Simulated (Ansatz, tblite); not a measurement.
Removing an electron: VF₅. The state is a singlet with charge 0. Geometry: PBE0-D4/def2-SVP. Ansatz, gas phase; energy differences of separate SCF runs; the oxidised species was run as a doublet alone.

Cartesian coordinates in Å:
```
V 0.000 0.000 0.000
F 1.666 0.428 -0.008
F -1.666 -0.428 0.010
F 0.345 -1.321 0.987
F 0.034 -0.170 -1.677
F -0.379 1.491 0.688
```

The xTB rows come from tblite. Correlated methods freeze 10 core orbitals; core or outer-core shells of V are correlated, in sets that lack core-valence functions. The rows differ in basis, and correlated rows in double-zeta sets carry the largest basis error. In CCSD on the charge 1 doublet the largest single amplitude is 0.16, so its Hartree–Fock determinant may place the open shell otherwise than the density functionals do.

| level | −HOMO (eV) | vertical IE (eV) | −LUMO (eV) | HOMO–LUMO gap (eV) |
| --- | --- | --- | --- | --- |
| PBE0-D4/def2-TZVP | 12.31 | 14.72 | 5.60 | 6.71 |
| MP2/def2-SVP | – | 14.79 | – | – |
| CCSD/def2-SVP | – | 14.96 | – | – |
| CCSD(T)/def2-SVP | – | 14.57 | – | – |

(1) Estimate the rows for GFN1-xTB, GFN2-xTB, HF/def2-SVP, r2SCAN-D4/def2-TZVP.

## Answers

(1) 
```tsv
level	−HOMO (eV)	vertical IE (eV)	−LUMO (eV)	HOMO–LUMO gap (eV)
GFN1-xTB	16.51	20.50	13.80	2.72
GFN2-xTB	15.24	18.89	12.05	3.20
HF/def2-SVP	–	14.38	–	–
r2SCAN-D4/def2-TZVP	10.72	14.17	6.36	4.36
```

Relaxing the oxidised species (PBE0-D4/def2-SVP) changes its energy by -1.75 eV at PBE0-D4/def2-TZVP, so the adiabatic ionisation energy to this nearest minimum is 12.98 eV.  Run but left out: PBE-D4/def2-TZVP (charge +1 doublet: an occupied level 0.02 eV above an empty one).  Raw xTB energy differences between charge states are shifted by several eV; the methods need an empirical correction for them.
